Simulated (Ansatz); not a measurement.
Isolated molecules relaxed with PBE0-D4/def2-TZVP in Ansatz; ΔE leaves out vibrations. CBS: MP2 limit from def2 TZ/QZ plus the TZ coupled-cluster correction, frozen cores. This one scheme is used for every species. DFT in def2-TZVPP. One conformer a species, not always the lowest.

`F[Si](F)(F)[SiH3]` + `C=CS` → `C=CS[Si](F)(F)F` + SiH₄  (cleavage of the Si–Si bond)

`F[Si](F)(F)[SiH3]`:

```xyz
8

F    -0.471   -0.211   -2.195
Si   -0.889    0.003   -0.684
F    -1.915   -1.144   -0.322
F    -1.682    1.370   -0.614
Si    0.956   -0.004    0.736
H     1.646   -1.312    0.615
H     1.869    1.096    0.336
H     0.487    0.201    2.128
```

`C=CS`:

Z-matrix (Å, degrees):
```
C
C 1 1.327
H 1 1.082 2 120.2
H 1 1.084 2 122.3 3 -180.0
S 2 1.751 1 123.6 3 179.8
H 2 1.084 1 120.9 3 -0.0
H 5 1.340 2 96.7 1 179.1
```

`C=CS[Si](F)(F)F`:

```xyz
10

C     0.004    1.537    0.983
C     0.530    1.156   -0.170
S    -0.410    0.363   -1.464
Si   -0.329   -1.546   -0.633
F    -1.086   -1.655    0.745
F    -1.005   -2.555   -1.633
F     1.145   -2.030   -0.360
H     0.619    2.035    1.724
H    -1.038    1.361    1.224
H     1.571    1.334   -0.414
```

SiH₄:

```xyz
5

Si    0.000    0.000    0.000
H     0.742    0.338   -1.240
H     0.807    0.394    1.182
H    -0.256   -1.462    0.040
H    -1.293    0.730    0.018
```

CCSD(T)/CBS gives -14.9 kcal/mol.

**Question.** Another level gave -13.7 kcal/mol. Which?
A. PBE/def2-TZVPP
B. HF/def2-TZVPP
C. PBE0/def2-TZVPP
D. r2SCAN/def2-TZVPP

**Answer.** D. r2SCAN -13.7, HF/def2-TZVPP -15.6, PBE0 -11.9, PBE -10.1 kcal/mol.

Largest T1 diagnostic among the species: 0.013.

From PBE to PBE0 (25 % exact exchange), in def2-TZVPP and without D4, ΔE moves by −1.8 kcal/mol. The D4 term adds −2.0 kcal/mol with B3LYP and −1.1 kcal/mol with PBE0; it sums over pairs of atoms, weighted by their polarisabilities, and B3LYP, whose exchange is more repulsive, gets the larger term.

B3LYP here is the variant with VWN-RPA as its local correlation; programs differ in this.
